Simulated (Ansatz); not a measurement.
Input:

```yaml
crystal:
  periodic: [false, false, false]
  atoms:
    - { symbol: B, position_ang: [-0.76903, 1.21085, -0.18291] }
    - { symbol: Si, position_ang: [0.17278, -0.47403, -0.07976] }
    - { symbol: "N", position_ang: [1.28514, -0.77727, 1.05111] }
    - { symbol: Cl, position_ang: [-0.39344, -1.81185, -1.5464] }
    - { symbol: H, position_ang: [-1.57858, 1.43494, -0.99772] }
    - { symbol: H, position_ang: [-0.52983, 2.04857, 0.59197] }
    - { symbol: H, position_ang: [1.58762, -0.14968, 1.78262] }
basis:
  gaussian: { orbitals: cc-pVDZ }
hamiltonian:
  xc: blyp
  dispersion: d4
relax:
  f_tol: 0.015
  max_steps: 40
output:
  orbitals: {}
```

Run as:

```bash
$ ansatz run input.yaml --threads 1 --pin off --max-ram 2048MiB --backend cpu --events-out ev --progress --plain --runs-dir out
```

Hardware: 1 thread of Arm Neoverse V1, with other jobs on the host.

Task: Roughly how long does this run take, and how much memory?

Result: 33 s, with a peak of 0.14 GiB, for 11 ionic steps.
